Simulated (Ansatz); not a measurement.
```yaml
crystal:
  periodic: [false, false, false]
  atoms:
    - {symbol: Sn, position_ang: [-0.855181, -0.240686, 1.922028]}
    - {symbol: Sn, position_ang: [1.033356, -0.252708, -1.799226]}
    - {symbol: Sn, position_ang: [0.596865, 2.483303, -0.410277]}
    - {symbol: Sn, position_ang: [-1.039761, -2.312931, -1.560367]}
    - {symbol: Te, position_ang: [0.992419, -2.091513, 0.506194]}
    - {symbol: Te, position_ang: [1.024286, 1.868538, 2.252832]}
    - {symbol: Te, position_ang: [-1.751984, 0.545996, -0.911173]}
basis:
  gaussian: {orbitals: def2-TZVP, initial_orbitals: start.molden}
hamiltonian: {xc: {name: wB97X-V}}
scf: {omitted_lower_state_checks: [starts]}
output: {orbitals: {seedname: orbitals}}
```

The file start.molden holds the orbitals of an earlier run on this structure, at another level or in another basis.

```sh
$ ansatz run in.yaml --threads 4 --pin off --events-out ev --progress --plain --max-ram 4787MiB
```

(1) Does this run fit into the memory that it is given?

## Answers

(1) No. It has 350 basis functions, and Ansatz plans for 6 GiB where 5 GiB are given.
